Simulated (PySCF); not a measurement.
From one molecule to another.

First species: C4H8Cl2O.
Numbering: `[CH3:1][O:2][C@H:3]([CH3:4])[CH:5]([Cl:6])[Cl:7]` (hydrogens: H8, H9, H10 on C1; H11 on C3; H12, H13, H14 on C4; H15 on C5)

Cartesian coordinates in Å at the GFN2-xTB level; atoms count from 1:
```
atom  x, y, z in Å
C1    -1.328   -1.573    0.413
O2    -0.904   -0.552   -0.458
C3    -0.035    0.405    0.092
C4    -0.065    1.632   -0.811
C5     1.389   -0.164    0.244
Cl6    2.427    1.000    1.090
Cl7    2.095   -0.570   -1.329
H8    -1.711   -1.158    1.352
H9    -0.530   -2.288    0.638
H10   -2.130   -2.094   -0.108
H11   -0.370    0.679    1.109
H12    0.613    2.393   -0.437
H13   -1.075    2.029   -0.839
H14    0.224    1.348   -1.819
H15    1.394   -1.079    0.840
```

Second species: C5H15P.
SMILES with atom numbers: `[H][P:3]([CH2:2][CH3:1])([CH3:4])([CH3:5])[CH3:6]` (hydrogens: H7, H8, H9 on C1; H10, H11 on C2; H12 on P3; H13, H14, H15 on C4; H16, H17, H18 on C5; H19, H20, H21 on C6)

Levels: PBE0/def2-SVPD for dipole moment, HOMO energy, LUMO energy, HOMO–LUMO gap, static isotropic polarisability and electronic spatial extent ⟨r²⟩ about the centre of nuclear charge; TDDFT PBE0/def2-SVPD for lowest singlet excitation; TDA PBE0/def2-SVPD for lowest triplet excitation (Tamm–Dancoff); GFN2-xTB for rotational constant A and rotational constant C. Geometries: GFN2-xTB. Each structure is a single optimised conformer of the isolated species, non-relativistic unless stated. Electronic properties by PySCF.

Dipoles, sizes and rotational constants follow the conformer. The torsions of the flexible species, by atom-mapped SMILES:
- `[CH3:1][O:2][C@H:3]([CH3:4])[CH:5]([Cl:6])[Cl:7]`: C1–O2–C3–C4 -161°, O2–C3–C5–Cl6 -174°
- `[H][P:3]([CH2:2][CH3:1])([CH3:4])([CH3:5])[CH3:6]`: C1–C2–P3–C4 20°

```
                                                         property   column X    column Y
                                                    dipole moment     0.30 D      2.39 D
                                                      HOMO energy   -5.62 eV    -7.92 eV
                                                      LUMO energy    0.64 eV    -0.06 eV
                                                    HOMO–LUMO gap    6.26 eV     7.86 eV
                                        lowest singlet excitation    5.23 eV     6.59 eV
                         lowest triplet excitation (Tamm–Dancoff)    5.10 eV     6.16 eV
                                  static isotropic polarisability    94.1 au     82.0 au
electronic spatial extent ⟨r²⟩ about the centre of nuclear charge  902 bohr²  1206 bohr²
                                            rotational constant A  3.254 GHz   2.164 GHz
                                            rotational constant C  1.816 GHz   1.080 GHz
```

Task: Which column belongs to which species?

Result: Column X is the second species and column Y the first. The first has 15 atoms and 74 electrons, the second 21 and 60.

Task: How does each property change from the first species to the second?

Result: dipole moment -2.09 D; HOMO energy +2.30 eV; LUMO energy +0.70 eV; HOMO–LUMO gap -1.60 eV; lowest singlet excitation -1.36 eV; lowest triplet excitation (Tamm–Dancoff) -1.06 eV; static isotropic polarisability +12.1 au; electronic spatial extent ⟨r²⟩ about the centre of nuclear charge -304 bohr²; rotational constant A +1.090 GHz; rotational constant C +0.736 GHz.

On the first: S1 lies 1.27 eV below the HOMO–LUMO gap; its leading configuration is HOMO→LUMO, weight 0.92. The polarisability is 12.15 Å³ as a volume (1 au = 0.148185 Å³), or 1.11 au for each of the 74 electrons.

On the second: The principal polarisabilities are 88.8, 93.7 and 99.7 au; their mean is the isotropic value. The dipole equals about 1.0 × 10⁻³⁰ C·m (1 D = 3.33564 × 10⁻³⁰ C·m).
